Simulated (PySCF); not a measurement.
Correlation energy of Cd²⁺ (cadmium, charge +2)

[Kr] 4d9 5s1, high-spin 3D determinant (an excited configuration). All numbers are calculated (PySCF 2.14, a scalar-relativistic core potential, in aug-cc-pwCVDZ-PP with ECP28MDF (6s6p5d3f, 70 functions)). Frozen: 4s2 4p6; 10 electrons correlated.

MP2 pair energies summed by pair of shells (mhartree):

```json
{"pair": "4d-4d", "energy": "-275.72", "share (%)": "86.9"}
{"pair": "4d-5s", "energy": "-41.66", "share (%)": "13.1"}
```

Total MP2 correlation energy: -317.38 mhartree.

Same-spin part -122.55 and opposite-spin part -194.83 mhartree; SCS-MP2 scales them by 1/3 and 6/5 to -274.65 mhartree.
